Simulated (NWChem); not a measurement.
# WHS2OF; SMILES [OH][W]([F])(=[S])=[S]

```xyz
6

W     -0.1477    -0.0075     0.0457
S      1.1316    -0.0596     1.7415
S      1.0480    -0.2465    -1.6930
F     -1.0125     1.6362    -0.0248
O     -1.3261    -1.4455     0.1763
H     -1.5594    -2.0732    -0.5190
```
Atoms are numbered in this order, from 1.

Level: PBE0/def2-SVP with def2 effective core potentials on W (NWChem), optimised geometry, unscaled harmonic frequencies. def2 effective core potentials on W; no spin-orbit coupling.

**Question.** List the harmonic frequencies with IR intensities, and the thermochemistry.

**Answer.** 
| frequency (cm⁻¹) | IR intensity (km/mol) |
|---|---|
| 173 | 4.8 |
| 185 | 2.2 |
| 191 | 0.2 |
| 199 | 0.9 |
| 219 | 5.0 |
| 307 | 99.9 |
| 557 | 103.8 |
| 567 | 25.5 |
| 592 | 191.4 |
| 704 | 106.1 |
| 754 | 74.6 |
| 3890 | 326.8 |

- zero-point energy = 11.9 kcal/mol
- thermal correction to the enthalpy at 298.15 K (with zero-point energy) = 16.8 kcal/mol
- heat capacity Cv = 21.7 cal/(mol K)
- entropy at 298.15 K and 1 atm (symmetry number 1) = 85.5 cal/(mol K)

Rigid rotor and harmonic oscillator.
